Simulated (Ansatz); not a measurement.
`[NH2][Cd][F]` + HBr → `[F][Cd][Br]` + NH₃ at 600 K and 1 bar (ligand exchange at a Cd–N bond).

Isolated molecules relaxed with PBE0-D4/def2-TZVP in Ansatz; ΔE leaves out vibrations. CCSD(T)/CBS adds triple-zeta CCSD(T) − MP2 to the extrapolated MP2 energy (def2 sets, frozen cores). This one scheme is used for every species. def2 core potentials past Kr. For Br, Cd outer-core shells are correlated without core-valence functions, which leaves a few kJ/mol of doubt a bond. Scalar relativity is left out up to krypton. Each species was taken in one conformer, which may not be the lowest.

| species | CCSD(T)/CBS energy (Eh) | H − E (kJ/mol) | S (J/(mol·K)) |
| --- | --- | --- | --- |
| `[NH2][Cd][F]` | -323.42384 | 106.5 | 343.6 |
| HBr | -2573.91920 | 33.5 | 219.1 |
| `[F][Cd][Br]` | -2840.89161 | 38.4 | 333.7 |
| NH₃ | -56.50880 | 112.4 | 219.5 |

H − E and S are ideal-gas, rigid-rotor, harmonic terms from PBE0-D4/def2-TZVP, for one conformer and one mirror image of each species. 1 Eh = 2625.50 kJ/mol, R = 8.31446 J/(mol·K).

**Question.** By hand: ΔE, ΔH, ΔS and ΔG.

**Answer.** ΔE = (-2840.89161) + (-56.50880) − (-323.42384) − (-2573.91920) = -0.05737 Eh = -150.6 kJ/mol. Δ(H − E) = 38.4 + 112.4 − 106.5 − 33.5 = 10.8, so ΔH = -139.8 kJ/mol. ΔS = 333.7 + 219.5 − 343.6 − 219.1 = -9.5 J/(mol·K). ΔG = -139.8 − 600 × (-9.5)/1000 = -134.1 kJ/mol.

**Question.** By hand: the equilibrium constant, and the temperature at which ΔG would vanish if ΔH and ΔS stayed fixed.

**Answer.** log₁₀ K = −ΔG/(RT ln 10) = 11.7. ΔG = 0 at ΔH/ΔS = 14716 K, far beyond where these terms or the molecules hold.

The number of gas molecules stays the same, so ΔS is small and ΔH decides. A doubt of 5 kJ/mol in ΔE shifts log₁₀ K by 0.4 here. Other conformers and mirror images would add mixing entropy, several J/(mol·K) or more a flexible species. These are equilibria of isolated gas molecules and say nothing of rates. Largest T1 diagnostic: 0.016 (customary marks: 0.02 for closed shells, 0.045 for open ones).
